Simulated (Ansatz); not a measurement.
C4H9BrMg, singlet, geometry from GFN2-xTB (such geometries of metal compounds can be far from the true shape); CAM-B3LYP/pcseg-2 (Ansatz, a first-principles code).

The Ansatz input:
Ansatz 0.2 input:
```yaml
crystal:
  periodic: [false, false, false]
  atoms:
    - {symbol: Mg, position_ang: [0.68175591, 0.58694302, 0.35176831]}
    - {symbol: Br, position_ang: [-1.24920054, 1.60602143, -0.66172124]}
    - {symbol: C, position_ang: [1.03614453, -1.46944607, 0.54955341]}
    - {symbol: C, position_ang: [-0.25050749, -2.12397944, 0.06751674]}
    - {symbol: C, position_ang: [2.19563900, -1.91902227, -0.33138730]}
    - {symbol: C, position_ang: [1.30303710, -1.86971164, 1.99559274]}
    - {symbol: H, position_ang: [-0.17109620, -3.21438499, 0.11241078]}
    - {symbol: H, position_ang: [-0.46788377, -1.84699657, -0.96920472]}
    - {symbol: H, position_ang: [-1.10108479, -1.82395666, 0.68823829]}
    - {symbol: H, position_ang: [2.03140208, -1.63347697, -1.37402224]}
    - {symbol: H, position_ang: [3.13906070, -1.48668013, 0.00359650]}
    - {symbol: H, position_ang: [2.29545481, -3.00968468, -0.29604317]}
    - {symbol: H, position_ang: [2.23153145, -1.43269595, 2.36326922]}
    - {symbol: H, position_ang: [0.48635994, -1.55388796, 2.64936140]}
    - {symbol: H, position_ang: [1.39132480, -2.95934590, 2.07376402]}
basis:
  gaussian:
    orbitals: pcseg-2
hamiltonian:
  xc: cam_b3lyp
```

Problem. What does Ansatz print? Leave out banner, timings and long lists.

Solution. 
```
Functional definition: CAM-B3LYP
1711 factors; their error is unknown
471 factors; integrals over basis functions are off by at most 2.4e-5 eV
mean field evaluation 1: about -79778.4916 eV, gradient 7.1e1 eV
mean field evaluation 2: about -79767.8725 eV, gradient 9.2e1 eV
mean field evaluation 4: about -79790.9655 eV, gradient 4.9e0 eV
mean field evaluation 8: about -79791.0209 eV, gradient 5.1e-2 eV
mean field evaluation 16: about -79791.2833 eV, gradient 1.1e-4 eV
mean field -79791.28332916 eV, -2932.2755778721 hartree, gradient 3.1e-5 eV, S^2 0.000000; 0 other end points of the search recorded, 0 dependent functions left out
reference -79791.28348867 eV, -2932.2755837340 hartree; 40, 40 occupied and 268, 268 virtual orbitals, 1711 factors
Total energy: -79791.28348867 eV, -2932.2755837340 hartree
```
